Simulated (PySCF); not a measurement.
Input for PySCF: R-B3LYP/3-21G on BrGeHS (SMILES [SH][Ge][Br]), a point of a torsion scan.

```python
from pyscf import gto, scf, dft, mp
from pyscf.data.elements import chemcore

mol = gto.M(
    atom='''
    S    -1.38134521    0.45626363    0.46180035
    Ge    0.75949598    0.88765576   -0.23697711
    Br    0.39025964    2.40031256   -2.01913413
    H    -1.49477587   -0.57156311   -0.37611169
    ''',
    basis='3-21g',
    charge=0, spin=0, verbose=3, max_memory=1800)
mf = dft.RKS(mol, xc='b3lyp')
mf.conv_tol = 1e-8
mf.max_cycle = 100
mf.kernel()
if not mf.converged:
    mf = mf.newton().run(mf.mo_coeff, mf.mo_occ)
```

Output:

```
converged SCF energy = -5025.65058628901
```

Self-consistency was reached.

Cost: very roughly 5 core-seconds.
